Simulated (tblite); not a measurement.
C8H14O.
Numbering: `[CH3:1][C:2]1([CH3:3])[CH2:4][C@@H:5]2[CH2:6][CH2:7][C@H:8]1[O:9]2` (hydrogens: H10, H11, H12 on C1; H13, H14, H15 on C3; H16, H17 on C4; H18 on C5; H19, H20 on C6; H21, H22 on C7; H23 on C8)

Computed with GFN2-xTB (tblite), gas phase: L-BFGS steps from a force-field or distance-geometry start until the largest atomic force falls under 0.01 eV/Å.

At the end of the run (lengths in Å): C1–C2 1.530, C5–C6 1.542, C4–C5 1.539, C6–C7 1.539, C2–C8 1.554, C7–C8 1.539, C3–H13 1.088, C3–C2–C4 113.4°, C1–C2–C3 109.3°, C4–C5–C6 108.6°, C6–C5–O9 103.2°, C1–C2–C4–C5 111°, C2–C4–C5–C6 76°, C4–C5–C6–C7 -76°, H10–C1–C2–C3 55°, H19–C6–C5–C4 166°.

**Question.** These geometries were met on the way; a selection of coordinates is given. Order them by energy above the end point, lowest first.
A. C1–C2 1.532, C5–C6 1.540, C4–C5 1.534, C6–C7 1.543, C2–C8 1.554, C7–C8 1.538, C3–H13 1.094, C3–C2–C4 109.2°, C1–C2–C3 111.5°, C4–C5–C6 111.3°, C6–C5–O9 101.5°, C1–C2–C4–C5 111°, C2–C4–C5–C6 75°, C4–C5–C6–C7 -72°, H10–C1–C2–C3 39°, H19–C6–C5–C4 171°
B. C1–C2 1.538, C5–C6 1.546, C4–C5 1.542, C6–C7 1.538, C2–C8 1.564, C7–C8 1.542, C3–H13 1.085, C3–C2–C4 111.1°, C1–C2–C3 111.3°, C4–C5–C6 110.6°, C6–C5–O9 102.9°, C1–C2–C4–C5 110°, C2–C4–C5–C6 76°, C4–C5–C6–C7 -74°, H10–C1–C2–C3 40°, H19–C6–C5–C4 169°
C. C1–C2 1.523, C5–C6 1.530, C4–C5 1.523, C6–C7 1.539, C2–C8 1.524, C7–C8 1.529, C3–H13 1.090, C3–C2–C4 106.8°, C1–C2–C3 114.2°, C4–C5–C6 113.1°, C6–C5–O9 100.3°, C1–C2–C4–C5 112°, C2–C4–C5–C6 74°, C4–C5–C6–C7 -70°, H10–C1–C2–C3 39°, H19–C6–C5–C4 178°
D. C1–C2 1.484, C5–C6 1.501, C4–C5 1.499, C6–C7 1.500, C2–C8 1.516, C7–C8 1.501, C3–H13 1.123, C3–C2–C4 106.9°, C1–C2–C3 115.0°, C4–C5–C6 114.3°, C6–C5–O9 99.8°, C1–C2–C4–C5 112°, C2–C4–C5–C6 73°, C4–C5–C6–C7 -70°, H10–C1–C2–C3 38°, H19–C6–C5–C4 177°
E. C1–C2 1.527, C5–C6 1.546, C4–C5 1.539, C6–C7 1.531, C2–C8 1.556, C7–C8 1.540, C3–H13 1.083, C3–C2–C4 107.6°, C1–C2–C3 113.1°, C4–C5–C6 111.6°, C6–C5–O9 101.7°, C1–C2–C4–C5 111°, C2–C4–C5–C6 75°, C4–C5–C6–C7 -71°, H10–C1–C2–C3 39°, H19–C6–C5–C4 174°

**Answer.** B (0.060 eV), A (0.105 eV), E (0.178 eV), C (0.339 eV), D (0.622 eV).

```tsv
step	E above end (eV)	rms distance from the end, all atoms (Å)	largest force (eV/Å)	rms shift of all bonds from the end (Å)
12	0.060	0.114	0.202	0.003
7	0.105	0.139	0.239	0.003
4	0.178	0.155	0.468	0.005
1	0.339	0.170	0.709	0.011
0	0.622	0.174	2.622	0.027
```

Rows stand in the order of the answer.
